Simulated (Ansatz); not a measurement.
BCl2(vinyl) (C₂H₃BCl₂), relaxed as a singlet with RKS PBE-D4/def2-SVP in Ansatz, starting from the GFN2-xTB geometry. Force threshold 0.02 eV/Å.

Start:

```xyz
8

B    -0.113   -0.024   -1.238
Cl   -1.340    0.039   -2.443
Cl    1.524   -0.185   -1.745
C    -0.485    0.062    0.267
C     0.396   -0.005    1.265
H    -1.532    0.181    0.521
H     1.450   -0.126    1.073
H     0.101    0.058    2.300
```

```csv
step,energy (eV),largest force component (eV/Å),SCF passes
1,-27822.3630,0.991,26
2,-27822.4397,0.625,31
3,-27822.4565,0.136,31
4,-27822.4566,0.131,23
5 (rejected),-27822.4563,0.107,30
6,-27822.4574,0.005,32
```

Force components are those of the run's own axes.

End:

```csv
atom,x (Å),y (Å),z (Å)
B1,-0.1147,-0.0256,-1.2319
Cl2,-1.3668,0.0575,-2.4728
Cl3,1.5638,-0.2041,-1.7563
C4,-0.4990,0.0577,0.2659
C5,0.4015,-0.0016,1.2743
H6,-1.5679,0.1716,0.5204
H7,1.4792,-0.1155,1.0658
H8,0.1039,0.0600,2.3346
```

By distances, no bond broke or formed. The bond that changes most is B1–Cl3, from 1.72 to 1.77 Å (atoms count from 1).

No frequencies were taken in this run, so the end may be a saddle point.

Run time 7 s (2 threads of Intel Xeon 6975P-C on a shared host).
